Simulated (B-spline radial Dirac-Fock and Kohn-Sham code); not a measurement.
Successive ionisation energies of selenium: Dirac-Fock against NIST

Model: Dirac-Fock (average of configuration) total-energy differences with a finite nucleus, the Breit interaction including its frequency dependence, and self-energy and vacuum-polarisation corrections. Program: a radial finite-basis atomic code. Each value is the difference of the configuration-average energies of two neighbouring ions in their tabulated ground configurations. Electron correlation is not included. NIST's values refer to the lowest levels; many for high charge states are themselves semi-empirical or theoretical. Where a p, d or f shell is open in either ion the computed value averages over both j values and all terms, while the table refers to the lowest levels; that difference holds spin-orbit splitting (largest in heavy or highly charged ions), term energies where several electrons share open shells, and correlation, and it can reach 10 % or more.

```
  ion  configuration  computed (eV)         NIST (eV)            kind  NIST − computed (eV)
Se²⁰⁺   [Ne] 3s2 3p2          837.5         845.8 ± 2  semi-empirical                 +8.31
Se²¹⁺   [Ne] 3s2 3p1          886.1           887 ± 4  semi-empirical                 +0.93
Se²²⁺       [Ne] 3s2          984.8       989.6 ± 1.3  semi-empirical                 +4.83
Se²³⁺       [Ne] 3s1         1035.6    1036.36 ± 0.03  semi-empirical                 +0.72
Se²⁴⁺   [He] 2s2 2p6         2551.4      2540.7 ± 1.4  semi-empirical                -10.68
Se²⁵⁺   [He] 2s2 2p5         2689.9          2674 ± 5  semi-empirical                -15.88
Se²⁶⁺   [He] 2s2 2p4         2831.3          2820 ± 6  semi-empirical                -11.30
Se²⁷⁺   [He] 2s2 2p3         2975.6         2964 ± 22  semi-empirical                -11.64
Se²⁸⁺   [He] 2s2 2p2         3122.9          3146 ± 3  semi-empirical                +23.10
Se²⁹⁺   [He] 2s2 2p1         3273.1      3301.8 ± 2.1  semi-empirical                +28.73
Se³⁰⁺       [He] 2s2         3499.7          3507 ± 3  semi-empirical                 +7.26
Se³¹⁺       [He] 2s1         3636.4  3636.526 ± 0.007     theoretical                 +0.17
Se³²⁺            1s2        15365.8          15367.49     theoretical                 +1.70
Se³³⁺            1s1        15968.2          15968.11     theoretical                 -0.10
```

Q: Where in this range is the largest relative jump, and why?

A: From Se³¹⁺ (3636.4 eV) to Se³²⁺ (15365.8 eV), a factor of 4.23. The configuration goes from [He] 2s1 to 1s2, so the next electron comes out of a deeper subshell.
